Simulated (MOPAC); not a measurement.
MOPAC input (MNDO):

```
MNDO 1SCF GEO-OK AUX(PRECISION=9) THREADS=1
HBeBrS

Be   -0.46050700 1    0.43378700 1    0.14030200 1
Br    0.94825600 1   -0.85340500 1   -0.31289800 1
S    -1.81264700 1    1.70193000 1    0.55559700 1
H    -2.34459300 1    0.90313000 1    1.50067500 1
```

From the output:

```
                                                       MOPAC v23.2.5 Linux

          FINAL HEAT OF FORMATION =        -32.74226 KCAL/MOL =    -136.99361 KJ/MOL

          COSMO AREA              =        111.79 SQUARE ANGSTROMS
          COSMO VOLUME            =         97.59 CUBIC ANGSTROMS

          IONIZATION POTENTIAL    =         10.344872 EV
          HOMO LUMO ENERGIES (EV) =        -10.345 -0.191
          NO. OF FILLED LEVELS    =          8
          MOLECULAR WEIGHT        =        121.9841         POINT GROUP:  Cs

          MOLECULAR DIMENSIONS (Angstroms)

            Atom       Atom       Distance
            H     4   Br     2     4.14938
            S     3   Br     2     1.25186
            S     3   Be     1     0.00000

          SCF CALCULATIONS        =          1

   ATOM   CHEMICAL          X               Y               Z
  NUMBER   SYMBOL      (ANGSTROMS)     (ANGSTROMS)     (ANGSTROMS)

     1      Be         -0.46050700  *   0.43378700  *   0.14030200  *
     2      Br          0.94825600  *  -0.85340500  *  -0.31289800  *
     3       S         -1.81264700  *   1.70193000  *   0.55559700  *
     4       H         -2.34459300  *   0.90313000  *   1.50067500  *

                             CARTESIAN COORDINATES

   1   Be       -0.460507000     0.433787000     0.140302000
   2   Br        0.948256000    -0.853405000    -0.312898000
   3    S       -1.812647000     1.701930000     0.555597000
   4    H       -2.344593000     0.903130000     1.500675000

           Empirical Formula: H Be Br S  =     4 atoms

      MOLECULAR POINT GROUP   :   Cs

                  EIGENVALUES
 -25.93642 -23.04632 -14.99791 -14.43955 -12.55834 -12.40289 -11.72788 -10.34487
  -0.19065   0.83805   1.49253   2.06329   3.14030

              NET ATOMIC CHARGES AND DIPOLE CONTRIBUTIONS

  ATOM NO.   TYPE          CHARGE      No. of ELECS.   s-Pop       p-Pop
    1         Be           0.249768        1.7502     0.80587     0.94436
    2         Br          -0.173585        7.1736     1.97200     5.20158
    3          S          -0.092755        6.0928     1.79284     4.29992
    4          H           0.016572        0.9834     0.98343
 DIPOLE           X         Y         Z       TOTAL
 POINT-CHG.    -0.722     0.546     0.301     0.954
 HYBRID         0.359    -1.449     0.560     1.594
 SUM           -0.363    -0.904     0.861     1.299

          ATOMIC ORBITAL ELECTRON POPULATIONS

     Atom    s        px        py        pz
    1 Be   0.80587   0.39463   0.34774   0.20199
    2 Br   1.97200   1.63800   1.68228   1.88130
    3  S   1.79284   1.48324   1.38229   1.43439
    4  H   0.98343

 **********************
 *                    *
 * JOB ENDED NORMALLY *
 *                    *
 **********************

 == MOPAC DONE ==
```

The geometry given is a B3LYP-D3(BJ)/def2-TZVP minimum.
